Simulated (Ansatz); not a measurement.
Ansatz (a program for electronic structure) input file for 3-fluoropenta-1,4-diyne (C₅H₃F), SMILES C(#C)C(C#C)F, PBE0/def2-SVPD. The structure is a stationary point at B3LYP-D3(BJ)/def2-SVP.

Ansatz 0.2 input:
```yaml
crystal:
  periodic: [false, false, false]
  atoms:
    - {symbol: C, position_ang: [0.13694409, -0.94380835, -2.22695872]}
    - {symbol: C, position_ang: [-0.09136989, -0.31994924, -1.21660646]}
    - {symbol: C, position_ang: [-0.39912855, 0.44261986, 0.00000000]}
    - {symbol: F, position_ang: [0.29204999, 1.64648325, 0.00000000]}
    - {symbol: C, position_ang: [-0.09136989, -0.31994924, 1.21660646]}
    - {symbol: C, position_ang: [0.13694409, -0.94380835, 2.22695871]}
    - {symbol: H, position_ang: [0.34843840, -1.50035010, -3.12099319]}
    - {symbol: H, position_ang: [-1.47744576, 0.69172301, 0.00000000]}
    - {symbol: H, position_ang: [0.34843840, -1.50035012, 3.12099318]}
basis:
  gaussian:
    orbitals: def2-SVPD
hamiltonian:
  xc: {name: PBE0}
```

Output:

```
WARN ansatz: RAYON_NUM_THREADS=1 ignored (pool sized by the plan → 1); use --threads N
Functional definition: PBE0
integrals: 0.07 GiB planned
1222 factors; their error is unknown
mean field: 0.63 GiB planned
mean field evaluation 1: about -7926.6794 eV, gradient 4.4e1 eV
mean field evaluation 2: about -7927.5349 eV, gradient 4.0e1 eV
mean field evaluation 4: about -7931.3918 eV, gradient 4.3e0 eV
mean field evaluation 8: about -7931.4425 eV, gradient 1.7e-1 eV
mean field evaluation 16: about -7931.4425 eV, gradient 1.9e-5 eV
mean field -7931.44251327 eV, -291.4751362377 hartree, gradient 1.1e-5 eV, S^2 0.000000; 0 other end points of the search recorded, 0 dependent functions left out
reference -7931.44254648 eV, -291.4751374582 hartree; 21, 21 occupied and 126, 126 virtual orbitals, 1222 factors
Total energy: -7931.44254648 eV, -291.4751374582 hartree
```

Self-consistency was reached.

Cost: about 2.1 core-seconds (a rough figure).
